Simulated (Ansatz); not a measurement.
Single points on SnTe2.

```yaml
crystal:
  periodic: [false, false, false]
  atoms:
    - {symbol: Sn, position_ang: [0.001796, -0.004613, 0.000133]}
    - {symbol: Te, position_ang: [2.371735, 0.921130, 0.114321]}
    - {symbol: Te, position_ang: [-2.373531, -0.916527, -0.114453]}
basis:
  gaussian: {orbitals: def2-TZVP, initial_orbitals: start.molden}
hamiltonian: {xc: {name: BLYP}, dispersion: d4}
scf: {omitted_lower_state_checks: [starts]}
output: {orbitals: {seedname: orbitals}}
```

The file start.molden holds the orbitals of an earlier run on this structure, at another level or in another basis.

```sh
$ ansatz run in.yaml --threads 4 --pin off --events-out ev --progress --plain --max-ram 3916MiB
```

Shortened log:

```
Functional definition: BLYP
1160 factors; their error is unknown
mean field evaluation 1: about -20416.5071 eV, gradient 1.2e1 eV
mean field evaluation 2: about -20416.6960 eV, gradient 2.5e-1 eV
mean field evaluation 4: about -20416.4477 eV, gradient 7.5e-1 eV
mean field evaluation 8: about -20416.4478 eV, gradient 1.7e-5 eV
mean field -20416.44784135 eV, -750.2906194041 hartree, gradient 1.7e-5 eV, S^2 0.000000; 0 other end points of the search recorded, 0 dependent functions left out
reference -20416.44811675 eV, -750.2906295251 hartree; 35, 35 occupied and 115, 115 virtual orbitals, 1160 factors
Total energy: -20416.71774936 eV, -750.3005383406 hartree
Checks for a lower state left out: starts
```

It took 1.2 s on 4 threads of Arm Neoverse V2 on a shared host.

First input, but with `hamiltonian: {xc: pbe0, dispersion: d4}` (abridged; 1.9 s):

```
Functional definition: PBE0
mean field -20421.10870110 eV, -750.4619028406 hartree, gradient 1.1e-5 eV, S^2 0.000000
Total energy: -20421.22950045 eV, -750.4663421350 hartree
Checks for a lower state left out: starts
```

First input, but with `hamiltonian: {xc: pbe, dispersion: d4}`, `output: {forces: true, orbitals: {seedname: orbitals}}` (abridged; 1.3 s):

```
Functional definition: PBE
mean field -20420.15577784 eV, -750.4268835569 hartree, gradient 2.5e-5 eV, S^2 0.000000
Total energy: -20420.29408522 eV, -750.4319662594 hartree
Atom 0 force    -0.003002     0.006022    -0.000207 eV/Å
Atom 1 force    -0.228694    -0.092156    -0.010994 eV/Å
Atom 2 force     0.231696     0.086133     0.011201 eV/Å
Dipole moment:     0.000526    -0.001256     0.000038 e Å
Checks for a lower state left out: starts
```

As the first input, with `gaussian: {orbitals: def2-TZVPP, initial_orbitals: start.molden}`, `correlation: {method: ccsd_t}` and without the key `hamiltonian` (abridged; 17 s):

```
Functional definition: HF
mean field -20338.77726878 eV, -747.4362785092 hartree, gradient 1.6e-6 eV, S^2 0.000000
12 core orbitals not correlated: weight in the atoms' cores, before any rotation towards them, 1.000 or more for the frozen orbitals, at most 0.000 for the correlated occupied ones
second order -33.14736476 eV of doubles, -0.00000000 eV of singles
cycle   1  -30.25296945 eV  change     2.9e0 eV  update   1.7e-1
cycle   2  -31.11970160 eV  change   -8.7e-1 eV  update   6.6e-2
cycle   3  -31.34027988 eV  change   -2.2e-1 eV  update   3.4e-2
cycle   4  -31.27310865 eV  change    6.7e-2 eV  update   1.2e-2
cycle   5  -31.26642552 eV  change    6.7e-3 eV  update   5.1e-3
cycle   6  -31.27160045 eV  change   -5.2e-3 eV  update   1.3e-3
cycle   7  -31.27130360 eV  change    3.0e-4 eV  update   5.1e-4
cycle   8  -31.27098080 eV  change    3.2e-4 eV  update   1.5e-4
cycle   9  -31.27107131 eV  change   -9.1e-5 eV  update   6.9e-5
cycle  10  -31.27108559 eV  change   -1.4e-5 eV  update   1.7e-5
perturbative correction -1.06124056 eV, -0.0389998713 hartree
Total energy: -20371.10959493 eV, -748.6244695796 hartree
Checks for a lower state left out: starts
```

The first input with `hamiltonian: {xc: r2scan, dispersion: d4}` (abridged; 2.4 s):

```
Functional definition: r2SCAN
mean field -20428.29529642 eV, -750.7260053477 hartree, gradient 1.7e-5 eV, S^2 0.000000
Total energy: -20428.32165598 eV, -750.7269740434 hartree
Checks for a lower state left out: starts
```

First input, but with `hamiltonian: {xc: {name: r2SCAN0}, dispersion: d4}` (abridged; 3.1 s):

```
Functional definition: r2SCAN0
mean field -20425.88538540 eV, -750.6374427510 hartree, gradient 2.5e-5 eV, S^2 0.000000
Total energy: -20425.92193848 eV, -750.6387860520 hartree
Checks for a lower state left out: starts
```

Geometry: PBE-D4/def2-SVP.

In the def2 sets Sn, Te take a core potential; there is no spin–orbit coupling. Correlated methods freeze 12 core orbitals; core or outer-core shells of Sn, Te are correlated, in sets that lack core-valence functions. Another isomer (singlet) lies 0.61 eV lower at PBE0-D4/def2-TZVP; other spin states weren't run for this one.
